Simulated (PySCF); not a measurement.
Compound: C5H11BO3.
Geometry (PBE0-D3(BJ)/def2-SVP, Å), atoms numbered from 1 in this order:
```
atom  x, y, z in Å
C1    -2.149   -0.298   -0.291
C2    -0.859    0.510   -0.362
C3    -1.065    1.945    0.103
C4     0.241   -0.165    0.443
C5     0.625   -1.579   -0.040
O6     2.035   -1.633    0.058
B7     2.473   -0.339    0.215
O8     3.774    0.024    0.225
O9     1.458    0.564    0.364
H10   -2.027   -1.320   -0.684
H11   -2.507   -0.378    0.749
H12   -2.945    0.186   -0.877
H13   -0.508    0.531   -1.411
H14   -1.429    1.971    1.144
H15   -0.123    2.508    0.061
H16   -1.809    2.460   -0.524
H17   -0.071   -0.196    1.506
H18    0.324   -1.736   -1.092
H19    0.172   -2.377    0.567
H20    4.352   -0.731    0.082
```

Computed with PySCF at PBE0/pcSseg-1, non-relativistic, on one gas-phase PBE0-D3(BJ)/def2-SVP geometry that isn't relaxed in the solvent. The solvent is an IEF-PCM continuum (van der Waals radii × 1.2). The model holds no explicit solvent molecules, cavitation or dispersion.

Gas phase at PBE0/pcSseg-1: HOMO -7.95 eV, LUMO 1.37 eV, dipole 2.36 D.

Problem. What does the continuum do to the energy, the frontier levels and the dipole at PBE0/pcSseg-1 in chloroform and dimethylsulfoxide?

Solution. 
```
          solvent      ε  E(solvent) − E(gas) (kJ/mol)  polarisation term (kJ/mol)  distortion of the solute (kJ/mol)  HOMO (eV)  LUMO (eV)  dipole (D)
       chloroform  4.711                        -21.51                      -23.38                               1.87      -7.91       1.56        2.89
dimethylsulfoxide  46.83                        -30.47                      -34.43                               3.96      -7.91       1.60        3.15
```

The first energy column is the sum of the next two and covers electrostatics alone. From chloroform to dimethylsulfoxide the lowering changes by a factor 1.42, Onsager's factor (ε − 1)/(2ε + 1) by 1.36 and ε itself by 9.9.

Problem. Which radius a makes the point-dipole formula ΔE = −[(ε − 1)/(2ε + 1)]·μ²/a³ give the value in dimethylsulfoxide, with the gas-phase dipole?

Solution. μ = 0.927 au and |ΔE| = 0.01160 Eh give a = 1.75 Å; the farthest nucleus lies 4.41 Å from the centroid of the nuclei, so such a sphere wouldn't even hold the nuclei. The formula assumes a rigid point dipole at the centre of a sphere.

Problem. Give the dipole vector in the frame of the coordinates (D, pointing from negative to positive charge), gas and dimethylsulfoxide.

Solution. Gas (-1.62, -1.67, -0.38), solvent (-2.15, -2.27, -0.44). Its length changes by +34 % and its direction by 1°.

Problem. Which ESP-fitted charges (PBE0/pcSseg-1) respond most in chloroform (means over atoms taken as equivalent)?

Solution. 
```
atoms                 environment  gas (e)  solvent (e)  change
   O9          boron-bound oxygen   -0.460       -0.505  -0.045
   O8          boron-bound oxygen   -0.696       -0.736  -0.040
   B7      three-coordinate boron   +0.828       +0.861  +0.033
  H20           hydroxyl hydrogen   +0.439       +0.467  +0.028
   C4  sp3 carbon bound to oxygen   +0.070       +0.092  +0.022
   O6          boron-bound oxygen   -0.584       -0.605  -0.021
   C2               sp3 CH carbon   +0.287       +0.308  +0.021
   C3               methyl carbon   -0.491       -0.508  -0.017
   C1               methyl carbon   -0.539       -0.555  -0.016
  H19          methylene hydrogen   +0.039       +0.051  +0.012
  H18          methylene hydrogen   +0.025       +0.037  +0.012
   C5  sp3 carbon bound to oxygen   +0.229       +0.218  -0.011
```

Problem. Which Mayer bond orders change most in chloroform?

Solution. 
```json
{"bond": "O9–C4", "length (Å)": "1.421", "gas": "0.861", "solvent": "0.844", "change": "-0.017"}
{"bond": "C5–O6", "length (Å)": "1.415", "gas": "0.881", "solvent": "0.868", "change": "-0.013"}
{"bond": "O8–H20", "length (Å)": "0.962", "gas": "0.928", "solvent": "0.916", "change": "-0.012"}
{"bond": "O6–B7", "length (Å)": "1.375", "gas": "1.102", "solvent": "1.107", "change": "+0.005"}
{"bond": "C4–C5", "length (Å)": "1.542", "gas": "1.029", "solvent": "1.033", "change": "+0.004"}
{"bond": "B7–O8", "length (Å)": "1.350", "gas": "1.236", "solvent": "1.240", "change": "+0.004"}
{"bond": "C1–C2", "length (Å)": "1.524", "gas": "1.022", "solvent": "1.025", "change": "+0.003"}
{"bond": "B7–O9", "length (Å)": "1.367", "gas": "1.124", "solvent": "1.127", "change": "+0.003"}
```
